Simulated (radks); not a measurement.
Values are calculated unless marked as measured or tabulated.
Initial-state core-level shifts of the germanium ion Ge+ when its valence configuration changes from [Ar] 3d10 4s2 4p1. Level of theory: scalar-relativistic Kohn-Sham, r2SCAN, spin-polarised, spherical densities, finite nucleus; open shells are filled with parallel spins first; meta-GGA in the generalised Kohn-Sham scheme; Fermi nuclear charge, rms radius 4.0742 fm (a radial shooting solver on a logarithmic mesh with Libxc functionals). Shifts are changes of the shell-averaged eigenvalues in eV (positive: less bound); the change of the density at the nucleus, which sets a Mossbauer isomer shift, is in e/bohr^3, on a base of 3.207e+04.

| valence | 2s | 2p | 3s | 3p | density at nucleus |
|---|---|---|---|---|---|
| 3d10 4s1.5 4p1.5 | -0.691 | -0.693 | -0.730 | -0.727 | -9.181 |
| 3d9 4s2 4p2 | -13.392 | -13.327 | -11.132 | -10.878 | +11.678 |
| 3d10 4s1 4p2 | -1.219 | -1.221 | -1.307 | -1.303 | -18.568 |
| 3d9 4s1 4p3 | -14.347 | -14.281 | -12.152 | -11.891 | -9.644 |
| 3d10 4s0.5 4p2.5 | -2.080 | -2.085 | -2.197 | -2.190 | -28.045 |
| 3d8 4s0.5 4p4.5 | -30.271 | -30.147 | -25.064 | -24.539 | -11.970 |
| 3d9.5 4s2 4p1.5 | -6.584 | -6.552 | -5.540 | -5.414 | +5.688 |
| 3d10 4p3 | -2.933 | -2.940 | -3.075 | -3.066 | -37.546 |
| 3d8 4s2 4p3 | -27.668 | -27.539 | -22.456 | -21.944 | +24.424 |
